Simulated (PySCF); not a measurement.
## Computed vibrations of [Gd(H2O)4]3+

[Gd(H2O)4]3+ (singlet in the valence; each metal's 4f electrons, 7 of them, lie in its core potential, out of spins and levels). PySCF 2.14.0, RKS BP86, Gd lcecp-1-SVP with ECP53, O def2-SVP, H def2-SVP; non-relativistic Hamiltonian with scalar-relativistic core potentials where named; density fitting; no spin-orbit coupling. Central differences of gradients.

```xyz
13

Gd    0.0000    0.0000    0.0000
O     1.3859    1.2752    1.3422
H     1.3236    1.4371    2.3229
H     2.1972    1.7893    1.0790
O    -1.3858   -1.3422    1.2753
H    -2.1974   -1.0790    1.7892
H    -1.3235   -2.3229    1.4373
O     1.3859   -1.2752   -1.3422
H     2.1972   -1.7893   -1.0790
H     1.3236   -1.4371   -2.3229
O    -1.3858    1.3422   -1.2753
H    -1.3235    2.3229   -1.4373
H    -2.1974    1.0790   -1.7892
```

Run from Python with OMP_NUM_THREADS=2. Where DIIS fails, smearing, a level shift and second-order steps follow.
It took 6.9 min on 2 threads of Arm Neoverse N1, with other jobs on the host.

(1) What are the harmonic wavenumbers and infrared intensities?

(2) Is this a minimum?

An lcecp potential fixes the number of 4f electrons, so in runs with it no electron can move into or out of that shell.

## Answers

(1) Negative numbers are unstable modes, those under 60 cm⁻¹ near the noise; a finer grid moves soft modes by up to 10 cm⁻¹.
```json
{"cm⁻¹": "30", "km/mol": "5.5", "symmetry": ""}
{"cm⁻¹": "31", "km/mol": "5.7", "symmetry": ""}
{"cm⁻¹": "41", "km/mol": "2.4", "symmetry": ""}
{"cm⁻¹": "58", "km/mol": "5.2", "symmetry": ""}
{"cm⁻¹": "63", "km/mol": "0.0", "symmetry": ""}
{"cm⁻¹": "99", "km/mol": "3.7", "symmetry": ""}
{"cm⁻¹": "101", "km/mol": "3.4", "symmetry": ""}
{"cm⁻¹": "160", "km/mol": "0.0", "symmetry": ""}
{"cm⁻¹": "185", "km/mol": "0.6", "symmetry": ""}
{"cm⁻¹": "377", "km/mol": "0.0", "symmetry": ""}
{"cm⁻¹": "380", "km/mol": "7.9", "symmetry": ""}
{"cm⁻¹": "380", "km/mol": "7.9", "symmetry": ""}
{"cm⁻¹": "383", "km/mol": "10.8", "symmetry": ""}
{"cm⁻¹": "582", "km/mol": "0.0", "symmetry": ""}
{"cm⁻¹": "582", "km/mol": "0.8", "symmetry": ""}
{"cm⁻¹": "582", "km/mol": "0.8", "symmetry": ""}
{"cm⁻¹": "602", "km/mol": "18.4", "symmetry": ""}
{"cm⁻¹": "616", "km/mol": "0.0", "symmetry": ""}
{"cm⁻¹": "622", "km/mol": "567.0", "symmetry": ""}
{"cm⁻¹": "623", "km/mol": "567.2", "symmetry": ""}
{"cm⁻¹": "632", "km/mol": "517.1", "symmetry": ""}
{"cm⁻¹": "1621", "km/mol": "175.3", "symmetry": ""}
{"cm⁻¹": "1621", "km/mol": "151.1", "symmetry": ""}
{"cm⁻¹": "1621", "km/mol": "151.1", "symmetry": ""}
{"cm⁻¹": "1624", "km/mol": "0.0", "symmetry": ""}
{"cm⁻¹": "3468", "km/mol": "594.5", "symmetry": ""}
{"cm⁻¹": "3468", "km/mol": "686.0", "symmetry": ""}
{"cm⁻¹": "3468", "km/mol": "607.2", "symmetry": ""}
{"cm⁻¹": "3488", "km/mol": "0.0", "symmetry": ""}
{"cm⁻¹": "3509", "km/mol": "2.4", "symmetry": ""}
{"cm⁻¹": "3510", "km/mol": "506.9", "symmetry": ""}
{"cm⁻¹": "3510", "km/mol": "496.8", "symmetry": ""}
{"cm⁻¹": "3511", "km/mol": "448.9", "symmetry": ""}
```

(2) Yes, within the noise of the softest modes. Ideal gas at 298.15 K and 1 bar: S = 495.6 J/(mol K), Cp = 167.0 J/(mol K), H − H(0 K) = 34.9 kJ/mol (rigid rotor, harmonic modes, spin degeneracy alone, that of the 4f electrons in the core included; the modes under 60 cm⁻¹ make these uncertain).
